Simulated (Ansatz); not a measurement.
(4-phenylthiophenyl)diphenylsulfonium (C₂₄H₁₉S₂⁺) was relaxed with PBE-D4 (def2-SVP) in Ansatz in these states: charge +1 singlet, neutral doublet. The geometries follow in no particular order.

Single mean-field runs in def2-SVP are fitted with def2-universal-jkfit.

A:

```xyz
45

C     4.680    3.147   -2.756
C     3.756    3.925   -2.036
C     3.430    3.587   -0.714
C     4.029    2.458   -0.120
S     3.665    2.059    1.587
C     2.250    1.020    1.461
C     1.659    0.627    0.235
C     0.536   -0.202    0.224
C    -0.004   -0.645    1.445
S    -1.445   -1.689    1.537
C    -1.480   -2.559   -0.040
C    -0.730   -3.748   -0.095
C    -0.706   -4.468   -1.297
C    -1.432   -4.008   -2.409
C    -2.185   -2.825   -2.328
C    -2.218   -2.085   -1.136
C    -2.865   -0.580    1.462
C    -2.741    0.755    1.049
C    -3.894    1.555    1.031
C    -5.133    1.023    1.423
C    -5.233   -0.314    1.843
C    -4.093   -1.129    1.875
C     0.580   -0.283    2.677
C     1.696    0.550    2.680
C     4.961    1.680   -0.833
C     5.281    2.028   -2.155
H     4.939    3.421   -3.790
H     3.294    4.808   -2.504
H     2.719    4.196   -0.135
H     2.090    0.973   -0.715
H     0.091   -0.510   -0.734
H    -0.173   -4.106    0.784
H    -0.125   -5.400   -1.360
H    -1.416   -4.582   -3.348
H    -2.759   -2.472   -3.198
H    -2.814   -1.163   -1.062
H    -1.763    1.166    0.757
H    -3.818    2.606    0.713
H    -6.030    1.660    1.409
H    -6.204   -0.726    2.160
H    -4.160   -2.175    2.213
H     0.162   -0.648    3.628
H     2.156    0.839    3.637
H     5.434    0.812   -0.349
H     6.013    1.427   -2.716
```

B:

```xyz
45

C    -3.675   -3.142   -4.607
C    -2.704   -4.121   -4.874
C    -1.664   -4.357   -3.965
C    -1.591   -3.617   -2.764
S    -0.257   -4.019   -1.645
C    -0.185   -2.606   -0.571
C     0.202   -1.334   -1.061
C     0.304   -0.240   -0.206
C     0.026   -0.400    1.184
S     0.530    0.808    2.388
C    -0.262    2.340    1.763
C    -1.477    2.255    1.067
C    -2.153    3.435    0.724
C    -1.632    4.685    1.095
C    -0.428    4.754    1.816
C     0.259    3.582    2.162
C     2.279    1.272    2.279
C     2.847    1.785    1.086
C     4.240    1.815    0.950
C     5.074    1.338    1.977
C     4.500    0.819    3.158
C     3.112    0.766    3.305
C    -0.321   -1.684    1.687
C    -0.449   -2.763    0.816
C    -2.570   -2.641   -2.490
C    -3.600   -2.408   -3.413
H    -4.486   -2.953   -5.327
H    -2.748   -4.704   -5.808
H    -0.893   -5.112   -4.185
H     0.411   -1.213   -2.135
H     0.575    0.748   -0.608
H    -1.880    1.269    0.789
H    -3.096    3.374    0.160
H    -2.169    5.608    0.828
H    -0.018    5.731    2.114
H     1.204    3.627    2.725
H     2.200    2.192    0.293
H     4.683    2.224    0.028
H     6.167    1.363    1.858
H     5.147    0.456    3.971
H     2.659    0.340    4.215
H    -0.510   -1.816    2.765
H    -0.768   -3.746    1.193
H    -2.522   -2.069   -1.551
H    -4.358   -1.640   -3.190
```

Problem. Judge from the bond lengths which geometry belongs to which state (an estimate).

Solution. A is the charge +1 singlet (S10–C11 1.802 Å, C8–C9 1.407 Å, S5–C6 1.760 Å); B is the neutral doublet (S10–C11 1.834 Å, C8–C9 1.427 Å, S5–C6 1.776 Å).
